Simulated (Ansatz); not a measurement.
Geometry optimisation, RKS PBE/def2-SVP (Ansatz).

Input:

```yaml
crystal:
  periodic: [false, false, false]
  atoms:
    - { symbol: Al, position_ang: [0.008706, 0.192432, 0.025546] }
    - { symbol: H, position_ang: [-0.068466, 0.29352, 1.584987] }
    - { symbol: F, position_ang: [1.477637, 0.244594, -0.773226] }
    - { symbol: F, position_ang: [-1.379223, 0.097472, -0.899213] }
    - { symbol: P, position_ang: [0.17985, -2.99523, 1.394054] }
    - { symbol: H, position_ang: [-0.669446, -3.00934, 0.224325] }
    - { symbol: H, position_ang: [1.379772, -2.820399, 0.610188] }
    - { symbol: H, position_ang: [0.018871, -1.580949, 1.589339] }
basis:
  gaussian: { orbitals: def2-SVP }
hamiltonian:
  xc: pbe
relax:
  f_tol: 0.03
  max_steps: 50
```

Run as:

```bash
$ ansatz run input.yaml --threads 2 --pin off --max-ram 3072MiB --backend cpu --events-out ev --progress --plain --runs-dir out
```

Where does it end, and by what steps?

The run converged. The force dipped under the threshold on the way, but the program's further checks kept it going. After 14 steps the energy has fallen by 0.241 eV; H8 moved furthest, 0.66 Å.

```
step  energy less start (eV)  largest force component (eV/Å)  accepted
   0                  0.0000                           0.479       yes
   1                 -0.0825                           0.205       yes
   2                 -0.1108                           0.436       yes
   3                 -0.1247                           0.588       yes
   4                 -0.1721                           0.135       yes
   5                 -0.2042                           0.454       yes
   6                 -0.2217                           0.403       yes
   7                 -0.2325                           0.132       yes
   8                 -0.2354                           0.093       yes
   9                 -0.2371                           0.114       yes
  10                 -0.2371                           0.143        no
  11                 -0.2396                           0.037       yes
  12                 -0.2408                           0.024       yes
  13                 -0.2407                           0.064        no
  14                 -0.2410                           0.008       yes
```

```xyz
8
Properties=species:S:1:pos:R:3
Al 0.052 -0.070 0.085
H -0.133 0.664 1.470
F 1.563 -0.134 -0.652
F -1.277 -0.386 -0.897
P 0.227 -2.985 1.047
H -0.809 -2.422 0.213
H 1.278 -2.238 0.398
H 0.048 -2.008 2.092
```

Whether the end is a true minimum wasn't checked by a vibrational analysis.

Time of the run: 21 s on 2 threads of Arm Neoverse V1, with other jobs on the host, peak memory 0.12 GiB.
